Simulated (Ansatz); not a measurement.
**Worked example: a bond strength in SnH3O2 (SMILES [OH][SnH][OH])**

The species is SnH3O2 (6 atoms), meant as a doublet with charge 0. SMILES: `[OH][SnH][OH]`. The shape was relaxed beforehand at B3LYP/def2-SVP. This is one conformer, not always the lowest.

```xyz
6

O    -1.3064   -0.6930   -0.2417
Sn    0.4129    0.2846   -0.6493
O     1.4153   -0.0107    1.0594
H    -1.8866   -0.7833   -1.0116
H     0.1449    2.0352   -0.6235
H     1.2618   -0.8967    1.4207
```

Wanted: the dissociation energy of the H5–Sn2 bond into doublet H and singlet SnH2O2 (shapes relaxed at B3LYP/def2-SVP, no zero-point term). 1 Eh = 2625.50 kJ/mol = 27.2114 eV. Totals in Eh; open shells run unrestricted unless said.

| level | program | SnH3O2 | doublet H | singlet SnH2O2 |
| --- | --- | --- | --- | --- |
| UPBE/def2-TZVP (core potential) | Ansatz | -366.463106 | -0.499616 | -365.927201 |
| UB3LYP/def2-TZVP (core potential) | Ansatz | -366.698105 | -0.502154 | -366.158625 |
| UB2PLYP/def2-TZVP (core potential), 6 core orbitals frozen | Ansatz | -366.311677 | -0.498613 | -365.779241 |

Problem. Work out the dissociation energy at each level.

Solution. 
1. UPBE/def2-TZVP (core potential): (-0.499616) + (-365.927201) − (-366.463106) = 0.036289 Eh = 95.3 kJ/mol = 0.99 eV.
2. UB3LYP/def2-TZVP (core potential): (-0.502154) + (-366.158625) − (-366.698105) = 0.037326 Eh = 98.0 kJ/mol = 1.02 eV.
3. UB2PLYP/def2-TZVP (core potential): (-0.498613) + (-365.779241) − (-366.311677) = 0.033823 Eh = 88.8 kJ/mol = 0.92 eV.

The levels span 89 to 98 kJ/mol; no measured value is set beside them. A fragment with an even electron count was run as a singlet and may have a lower triplet. A bond enthalpy at 298 K also holds the loss of zero-point energy and thermal terms.
